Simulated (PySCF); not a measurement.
Electron correlation in Br⁺ (bromine, charge +1)

[Ar] 3d10 4s2 4p4, high-spin 3P determinant. Calculation: PySCF 2.14, in aug-cc-pVDZ-DK; the spin-free X2C one-electron Hamiltonian (Gaussian nucleus). Frozen: [Ar] 3d10; 6 electrons correlated.

MP2 pair energies summed by pair of shells (mhartree):

| pair | energy | share (%) |
| --- | --- | --- |
| 4p-4p | -36.03 | 48.8 |
| 4s-4p | -31.99 | 43.4 |
| 4s-4s | -5.76 | 7.8 |

Total MP2 correlation energy: -73.77 mhartree.

Same-spin part -18.19 and opposite-spin part -55.58 mhartree; SCS-MP2 scales them by 1/3 and 6/5 to -72.76 mhartree.

| level | correlation energy (mhartree) |
| --- | --- |
| CCSD | -89.36 |
| (T) | -1.11 |
| CCSD(T) | -90.47 |

Diagnostics: T1 = 0.0066, D1 = 0.0204, largest double amplitude 0.039.

Task: Is a single reference adequate?

Result: Yes, within this model without spin-orbit coupling: T1 lies below 0.03 and no double amplitude reaches 0.07.
